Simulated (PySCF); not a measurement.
## Dipole moment and polarisability of `O=C=C(CCl)[SiH2]C=O`

C₄H₅ClO₂Si.
Numbering: `[O:1]=[C:2]=[C:3]([CH2:4][Cl:5])[SiH2:6][CH:7]=[O:8]` (hydrogens: H9, H10 on C4; H11, H12 on Si6; H13 on C7)

Structure used (GFN2-xTB), in Å, numbered top down from 1:
```xyz
13
C4H5ClO2Si angstrom
O     -2.332    0.724    2.239
C     -1.679    0.351    1.354
C     -0.842   -0.017    0.436
C     -1.087   -1.106   -0.553
Cl    -1.425   -0.407   -2.179
Si     0.674    1.084    0.196
C      2.132   -0.091   -0.264
O      2.075   -1.293   -0.277
H     -0.202   -1.728   -0.673
H     -1.951   -1.714   -0.288
H      1.021    1.763    1.442
H      0.525    2.025   -0.916
H      3.087    0.408   -0.533
```

Level: B3LYP/def2-SVPD (PySCF), static field, nuclei fixed, core orbitals frozen in the response. The polarisability tensor in these axes (au):

```
x   100.56  -0.75 -11.62
y    -0.75  85.29   8.94
z   -11.62   8.94  98.99
```

Task: Diagonalise the tensor; give its mean and Δα, where Δα² is half the sum of the squared differences of the eigenvalues.

Result: Principal values 79.64, 92.11 and 113.09 au; mean 94.94 au = 14.07 Å³ = 15.65 × 10⁻⁴⁰ C²·m²/J; Δα = 29.29 au (31 % of the mean).

Task: What is the dipole moment, and where does it point?

Result: (1.07, 1.17, 0.61) D, 1.69 D in size, pointing from the negative to the positive side. Measured along this direction, the outermost atoms are H10 at the negative end and H11 at the positive end.

Task: What would n − 1 = 2πNα be for an ideal gas of these molecules at 400 K and 1 atm, electronic part alone?

Result: N = p/kT = 1.8347 × 10¹⁹ cm⁻³, so n − 1 = 2π × N × 14.07 × 10⁻²⁴ cm³ = 1622 × 10⁻⁶ at long wavelengths.

Task: Traceless (Buckingham) quadrupole moment about the centre of nuclear charge: eigenvalues?

Result: -10.70, -4.22, 14.92 D·Å. The values depend on the origin, since the dipole doesn't vanish. The electronic extent ⟨r²⟩ about the same centre is 1492 bohr², a root-mean-square distance of 2.34 Å for the 76 electrons.

Task: In TDDFT the mean static polarisability is Σ f/ω² over all singlet excitations (ω in hartree). How much of it do the 8 lowest give? Their energies (eV) and oscillator strengths: 3.23, 0.0006; 3.84, 0.0029; 4.29, 0.0007; 4.75, 0.0240; 5.48, 0.0022; 5.66, 0.0007; 5.77, 0.0014; 5.85, 0.0263.

Result: They add up to 1.67 au, 1.8 % of the 94.94 au; the largest single term is 0.79 au, from the state at 4.75 eV. Terms in order: 0.04, 0.14, 0.03, 0.79, 0.05, 0.02, 0.03, 0.57 au. Higher excitations give the rest. The strengths listed sum to 0.059.

Task: What molar refraction does this α imply?

Result: Lorentz–Lorenz: R = (4π/3)N_A α = 2.5225 cm³/(mol·Å³) × 14.07 Å³ = 35.5 cm³/mol, in the limit of long wavelengths.

Task: Find the Langevin capture rate constant for NH4+ (18.034 u) meeting this molecule (147.975 u), k = 2.342 × 10⁻⁹ cm³/s × √(α in Å³ / reduced mass in u).

Result: The reduced mass is 16.08 u, so k = 2.19 × 10⁻⁹ cm³/s. The formula leaves out the permanent dipole, which adds to the capture rate.

One conformer (not necessarily the lowest) at the GFN2-xTB geometry, without solvent, vibrations or thermal averaging.
